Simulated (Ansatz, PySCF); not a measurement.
Gas-phase reaction in SMILES: C[Si](C)(P)P + H+ → C[Si](C)(P)[PH3+]
Each molecule is optimised on its own at B3LYP-D3(BJ)/def2-TZVP (Ansatz, an electronic-structure program), one conformer each, not searched for the lowest. Frequencies are from Ansatz or PySCF.

Quantity: proton affinity (enthalpy at 298 K, with B3LYP-D3(BJ) rigid-rotor harmonic-oscillator terms), positive where the reaction releases energy, in kcal/mol. Valence correlation only, unless marked. No spin-orbit coupling. Non-relativistic unless marked X2C. CBS marks a two-point X^-3 extrapolation of the correlation energy; Hartree-Fock from the larger set.

| level | program | proton affinity (kcal/mol) |
|---|---|---|
| wB97M-V/def2-TZVPD | Ansatz | 208.0 |

Task: Estimate the value at CCSD(T)/CBS(cc-pV(T+d)Z,cc-pV(Q+d)Z) as computed with Ansatz.

Result: 210.4 kcal/mol, so wB97M-V/def2-TZVPD differs from it by -2.4 kcal/mol.
